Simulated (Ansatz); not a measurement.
Geometry optimisation, Ansatz, RKS B3LYP-D4/def2-SVP.

The input (input.yaml):

```yaml
crystal:
  periodic: [false, false, false]
  atoms:
    - { symbol: Ga, position_ang: [0.091665, 0.000294, 0.052234] }
    - { symbol: H, position_ang: [0.693474, -0.41216, 1.414318] }
    - { symbol: H, position_ang: [1.572559, 0.411888, -0.105086] }
    - { symbol: "N", position_ang: [-1.460289, -0.000931, -0.844275] }
    - { symbol: H, position_ang: [-2.325393, -0.367499, -0.462442] }
    - { symbol: H, position_ang: [-1.565916, 0.368409, -1.78325] }
basis:
  gaussian: { orbitals: def2-SVP }
hamiltonian:
  xc: b3lyp
  dispersion: d4
relax:
  f_tol: 0.03
  max_steps: 50
```

Command:

```bash
$ ansatz run input.yaml --threads 1 --pin off --max-ram 2048MiB --backend cpu --events-out ev --progress --plain --runs-dir out
```

**Question.** Where does it end, and by what steps?

**Answer.** It converged. After 5 steps the energy has fallen by 1.094 eV; H3 moved furthest, 0.54 Å.

```tsv
step	energy less start (eV)	largest force component (eV/Å)	accepted
0	0.0000	1.814	yes
1	-0.6524	1.097	yes
2	-0.9372	0.886	yes
3	-1.0852	0.359	yes
4	-1.0938	0.075	yes
5	-1.0944	0.006	yes
```

```xyz
6
Properties=species:S:1:pos:R:3
Ga 0.252 0.000 0.146
H 0.226 -0.600 1.591
H 1.491 0.600 -0.600
N -1.323 0.000 -0.764
H -2.198 -0.359 -0.395
H -1.441 0.360 -1.706
```

Time of the run: 11 s on 1 thread of Arm Neoverse V2 (shared host), peak memory 0.12 GiB.
